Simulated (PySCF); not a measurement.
**Two structures, one formula**

The two ends of one reaction step of BH5SeS, singlet (PBE0-D4/def2-TZVP).

A:

```json
{"atom": "B1", "x (Å)": "-0.5449", "y (Å)": "-0.6337", "z (Å)": "-0.1519"}
{"atom": "S2", "x (Å)": "1.0533", "y (Å)": "0.1444", "z (Å)": "-1.1224"}
{"atom": "H3", "x (Å)": "-0.0645", "y (Å)": "-1.6461", "z (Å)": "0.2789"}
{"atom": "H4", "x (Å)": "-1.3033", "y (Å)": "-0.7688", "z (Å)": "-1.0744"}
{"atom": "H5", "x (Å)": "1.8318", "y (Å)": "0.5074", "z (Å)": "-0.0873"}
{"atom": "Se6", "x (Å)": "-1.2757", "y (Å)": "0.6586", "z (Å)": "1.1988"}
{"atom": "H7", "x (Å)": "0.6325", "y (Å)": "1.4077", "z (Å)": "-1.3196"}
{"atom": "H8", "x (Å)": "-0.3279", "y (Å)": "0.3460", "z (Å)": "2.2773"}
```

B:

```json
{"atom": "B1", "x (Å)": "-0.7828", "y (Å)": "-0.4177", "z (Å)": "-0.2343"}
{"atom": "S2", "x (Å)": "0.5326", "y (Å)": "-1.1092", "z (Å)": "-1.3261"}
{"atom": "H3", "x (Å)": "-1.2908", "y (Å)": "-1.2480", "z (Å)": "0.4681"}
{"atom": "H4", "x (Å)": "-1.4920", "y (Å)": "0.4459", "z (Å)": "-0.6685"}
{"atom": "H5", "x (Å)": "1.0199", "y (Å)": "1.6720", "z (Å)": "0.6645"}
{"atom": "Se6", "x (Å)": "0.1422", "y (Å)": "0.8062", "z (Å)": "1.4633"}
{"atom": "H7", "x (Å)": "0.6789", "y (Å)": "-0.0628", "z (Å)": "-2.1541"}
{"atom": "H8", "x (Å)": "1.2598", "y (Å)": "-0.0965", "z (Å)": "1.7716"}
```

Computed with PySCF 2.14 with density fitting (its default auxiliary sets; JK sets also for MP2 and CCSD(T)) (basis: def2-TZVPP); correlated methods freeze the cores. Filled d shells of the heavier atoms are correlated. The def2 sets are not built for correlating such inner shells, so the correlated values are less sure here. B3LYP uses VWN-RPA correlation.

Q: Which structure is lower at CCSD(T), and by how much? (An estimate is asked for; the value comes from the calculation.)

A: Computed: A, by 0.044 eV (electronic energy, against the other); a gap this small isn't resolved in one triple-zeta basis. By their contacts, A is BH₅SeS ([SH2][BH2][SeH]) and B is BH₅SeS ([SH][BH2][SeH2]).

All methods give the same order:

| method | E(B) − E(A) (eV) |
| --- | --- |
| SPW92 | 0.099 |
| PBE-D4 | 0.050 |
| r2SCAN-D4 | 0.055 |
| PBE0-D4 | 0.072 |
| B3LYP-D4 | 0.032 |
| BHLYP-D4 | 0.054 |
| wB97M-V | 0.065 |
| HF | 0.037 |
| MP2 | 0.073 |
| CCSD | 0.042 |
| CCSD(T) | 0.044 |

No T1 diagnostic of these runs exceeds 0.011.

Labels in which every atom is bracketed show which atoms are joined, not bond orders.

For scale, one of the runs: CCSD(T)/def2-TZVPP, 191 basis functions, launched by `OMP_NUM_THREADS=4 python run.py`. Hardware: 4 CPU threads of an Arm Neoverse V2, shared host. Wall time 6.5 min; peak host memory 2.4 GiB.
